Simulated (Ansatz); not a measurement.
MoSe₂⁻. Total charge -1; quartet. Geometry r2SCAN-D4/def2-TZVPD; atoms count from 1.

Cartesian coordinates in Å:
```
Mo -0.4779 -0.1912 0.0309
Se 0.5858 -0.4325 2.0800
Se -0.1079 0.6237 -2.1109
```

In the def2 sets Mo takes a core potential; there is no spin–orbit coupling. The charge -1 quartet is spin-contaminated (final ⟨S²⟩ up to 3.89, 3.75 for a pure state). The structure comes from a short search, and lower isomers may exist.

Q: Estimate the Mulliken populations from the PBE0/def2-TZVPD orbitals of Ansatz.

A: 
| atom | charge (e) | spin (α − β) | d electrons |
| --- | --- | --- | --- |
| Mo1 | 0.21 | 3.75 | 4.51 |
| Se2 | -0.61 | -0.37 | – |
| Se3 | -0.61 | -0.37 | – |
Mulliken values depend strongly on the basis. With diffuse functions, as here, like atoms can get unlike values, and bond orders can come out too low or too high.

Q: Where does the spin sit?

A: Summed by element: Mo 3.75, Se -0.75, of 3 unpaired in all. Largest on single atoms: Mo1 3.75, Se2 -0.37, Se3 -0.37.

Q: And the Mayer bond orders between heavy atoms (over 0.3)?

A: Mo1–Se2 1.71 (2.32 Å); Mo1–Se3 1.71 (2.32 Å).
